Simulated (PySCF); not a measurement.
A geometry optimisation on `[F][Ga]([F])[F]`.

Method: PBE0-D3(BJ)/def2-SVP geometry optimisation, gas phase (PySCF 2.14.0). Start geometry: GFN2-xTB. The input is one job of a driver script: a line of settings, then coordinates in Å.

Input:
```
{"job": {"xc": "PBE0", "basis": "def2-SVP", "d3": "d3bj", "grid": 1, "maxiter": 30, "shake": 0.01, "kind": "geom"}, "charge": 0, "multiplicity": 1}
F     -1.048960    -1.384310    -0.023380
Ga    -0.003040    -0.002960    -0.007940
F      1.696730    -0.250840    -0.001830
F     -0.606730     1.612720     0.000130
```

Output:
```
step   0  E = -2223.47547614  max force = 0.006571
step   1  E = -2223.47396362  max force = 0.011703
step   2  E = -2223.47549734  max force = 0.002606
step   3  E = -2223.47573449  max force = 0.005517
step   4  E = -2223.47579905  max force = 0.001990
step   5  E = -2223.47582297  max force = 0.000549
step   6  E = -2223.47582455  max force = 0.000344
optimisation converged
```

Energies in Eh; «max force» is the largest Cartesian gradient component in Eh/bohr.

Q: How much energy does the optimisation release, in kcal/mol?

A: E(step 0) − E(last step) = 0.000348 Eh, which is 0.2 kcal/mol.

Q: At which steps does the energy rise by more than 1e-5 Eh?

A: At step 1 (+1.51 mEh).

In short: final energy -2223.47582 Eh after 6 steps; dipole 0.02 D.

Q: Give the final coordinates.

A: 0.025 Å rms from the input after alignment:
```
atom  x, y, z in Å
F1    -0.8963   -0.5257    1.3652
Ga2    0.0111   -0.0056   -0.0090
F3     1.6127   -0.6020   -0.2625
F4    -0.6891    1.1083   -1.1279
```

Q: Estimate the wall time. Hardware: one thread of an AMD EPYC 7B13, on a shared host. And the peak memory of the process?

A: About 11 s, with 0.33 GiB resident at the peak, the Python interpreter and its libraries included.
Labels such as C1 count atoms from 1, the log's own numbers from 0.
